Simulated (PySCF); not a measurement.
Magnetic susceptibility: SMILES C=C/C(=C/CO)OC, C₆H₁₀O₂

Molfile (atoms numbered from 1):
```
C6H10O2
     RDKit          3D

 18 17  0  0  0  0  0  0  0  0999 V2000
    2.6915    0.5267   -0.0480 C   0  0  0  0  0  0  0  0  0  0  0  0
    1.6843   -0.0721   -0.6730 C   0  0  0  0  0  0  0  0  0  0  0  0
    0.3331   -0.1788   -0.1313 C   0  0  0  0  0  0  0  0  0  0  0  0
   -0.5844   -0.9876   -0.6737 C   0  0  0  0  0  0  0  0  0  0  0  0
   -1.9815   -1.1600   -0.1607 C   0  0  0  0  0  0  0  0  0  0  0  0
   -2.3488   -2.5181   -0.0383 O   0  0  0  0  0  0  0  0  0  0  0  0
    0.0367    0.5552    1.0064 O   0  0  0  0  0  0  0  0  0  0  0  0
   -0.2120    1.9227    0.7635 C   0  0  0  0  0  0  0  0  0  0  0  0
    2.5613    0.9749    0.9233 H   0  0  0  0  0  0  0  0  0  0  0  0
    3.6787    0.5711   -0.4742 H   0  0  0  0  0  0  0  0  0  0  0  0
    1.8301   -0.5442   -1.6346 H   0  0  0  0  0  0  0  0  0  0  0  0
   -0.3184   -1.6049   -1.5189 H   0  0  0  0  0  0  0  0  0  0  0  0
   -2.0963   -0.6375    0.7978 H   0  0  0  0  0  0  0  0  0  0  0  0
   -2.6934   -0.7395   -0.8804 H   0  0  0  0  0  0  0  0  0  0  0  0
   -1.7431   -2.9434    0.5785 H   0  0  0  0  0  0  0  0  0  0  0  0
   -0.3314    2.3874    1.7407 H   0  0  0  0  0  0  0  0  0  0  0  0
    0.6161    2.3993    0.2298 H   0  0  0  0  0  0  0  0  0  0  0  0
   -1.1313    2.0552    0.1813 H   0  0  0  0  0  0  0  0  0  0  0  0
  1  2  2  0
  2  3  1  0
  3  4  2  0
  4  5  1  0
  5  6  1  0
  3  7  1  0
  7  8  1  0
  1  9  1  0
  1 10  1  0
  2 11  1  0
  4 12  1  0
  5 13  1  0
  5 14  1  0
  6 15  1  0
  8 16  1  0
  8 17  1  0
  8 18  1  0
M  END
```

Computed with PySCF, GIAO B97-D/6-31G magnetisability, rotational g tensor and spin-rotation constants, non-relativistic, gas phase. Geometry: GFN2-xTB.

Task: How diamagnetic is it, and how anisotropic?

Result: Isotropic -1126 × 10⁻³⁰ J/T², or -67.8 × 10⁻⁶ cm³/mol; principal values -1397, -1042, -939 × 10⁻³⁰ J/T², anisotropy 416 × 10⁻³⁰ J/T² (root of half the summed squared differences of the principal values). The susceptibility is in cgs units.

Task: Split it along the inertial axes a, b, c into diamagnetic and paramagnetic parts about the centre of mass, with the quadrupole moment.

Result: 
| axis | χ (10⁻⁶ cm³/mol) | diamagnetic (10⁻⁶ cm³/mol) | paramagnetic (10⁻⁶ cm³/mol) | summed x² of all electrons (Å²) | quadrupole Θ (D Å) |
| --- | --- | --- | --- | --- | --- |
| a | -65.6 | -454.9 | 389.3 | 239.7 | -9.24 |
| b | -63.6 | -1116.3 | 1052.6 | 83.8 | +7.24 |
| c | -74.2 | -1372.7 | 1298.5 | 23.4 | +2.00 |

Anisotropies 2χaa − χbb − χcc = +6.7 and 2χbb − χaa − χcc = +12.5 × 10⁻⁶ cm³/mol. Θ is traceless in Buckingham's convention.

Task: And the rotational g tensor?

Result: 
| axis | rotational constant (GHz) | g | nuclear part | electronic part |
| --- | --- | --- | --- | --- |
| a | 3.5459 | -0.0254 | 0.6231 | -0.6486 |
| b | 1.1795 | -0.0149 | 0.5683 | -0.5833 |
| c | 0.9509 | -0.0059 | 0.5741 | -0.5801 |

Asymmetric top; isotopes 12C, 1H, 16O; no vibrational averaging.
